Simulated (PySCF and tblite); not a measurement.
C₆H₁₂Si, numbered as in [SiH3:1][C@@H:2]1[CH:3]=[CH:4][CH2:5][CH2:6][CH2:7]1. The ensemble was built from 60 distance-geometry starts (ETKDG and KDG, MMFF94s, GFN2-xTB) and rests on GFN2-xTB geometries. Free energies are PBE0-D3(BJ)/pcSseg-1 single points with GFN2-xTB rigid-rotor and vibrational terms (modes under about 200 cm⁻¹ blended into free rotors). Symmetry numbers and mirror images are counted. Conformers within 2.5 kcal/mol (GFN2-xTB free energy) were kept, 10 at most. GIAO shieldings: PBE0/pcSseg-1. Shifts are against TMS (¹H), TMS (¹³C), TMS (²⁹Si) at the same level; of two unlike H on one atom, a is the less shielded. Programs: PySCF with density fitting and tblite.

The 6-ring runs over atoms 2–3–4–5–6–7.

Two conformers hold nearly all the population. I: 6-ring half-chair (ring torsions -1, 15, -45, 63, -48, 18°); δ(H7b) = 1.91 ppm. II: 6-ring half-chair (ring torsions -2, -18, 50, -64, 43, -10°); δ(H7b) = 1.31 ppm. The average over the ensemble at 298.15 K is 1.64 ppm.

What populations and free-energy difference follow from a two-state model?

p(I) = (1.64 − 1.31)/(1.91 − 1.31) = 0.55, so K = p(II)/p(I) = 0.82 and G(II) − G(I) = −RT ln K = 0.12 kcal/mol. The weights computed directly are 55.9 % and 44.1 %.
